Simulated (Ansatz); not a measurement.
C$_{3}$H$_{7}$GaSi, relaxed with RKS PBE0-D4/def2-TZVP in Ansatz 0.2.0 from a PBE-D4/def2-SVP geometry. The force threshold is 0.005 eV/Å; the program also tests the step.

Charge 0, multiplicity 1. The bonds changed during the relaxation, so this is another structure than the one it started from.

Start:

```xyz
12

C     0.130    0.137   -1.783
C     0.101   -0.121   -0.459
C     0.753   -1.043    0.517
Si   -0.985   -0.433    1.028
Ga   -0.422    2.446    0.031
H     0.972   -0.201   -2.415
H    -0.681    0.696   -2.279
H     0.981   -2.077    0.197
H     1.532   -0.588    1.157
H    -2.176   -1.314    0.830
H    -1.076    0.558    2.145
H     0.873    1.941    1.031
```

By how much does the energy fall, and how many steps does the optimiser take? (Best estimate.)

Computed: 6.12 kJ/mol, in 13 steps.

Which bonds change most? (Best estimate.)

Ansatz gave: C3–Si4 from 1.911 to 1.873 Å; C2–Si4 from 1.868 to 1.837 Å; C1–C2 from 1.349 to 1.327 Å; Ga5–H12 from 1.712 to 1.691 Å.

Give the relaxed structure. (Estimate.)

The calculation gave: 
```xyz
12

C     0.136    0.128   -1.768
C     0.059   -0.138   -0.470
C     0.734   -1.042    0.509
Si   -0.965   -0.444    1.024
Ga   -0.427    2.448    0.065
H     0.980   -0.208   -2.367
H    -0.635    0.697   -2.277
H     0.949   -2.062    0.195
H     1.531   -0.580    1.089
H    -2.145   -1.320    0.867
H    -1.074    0.573    2.093
H     0.858    1.949    1.042
```
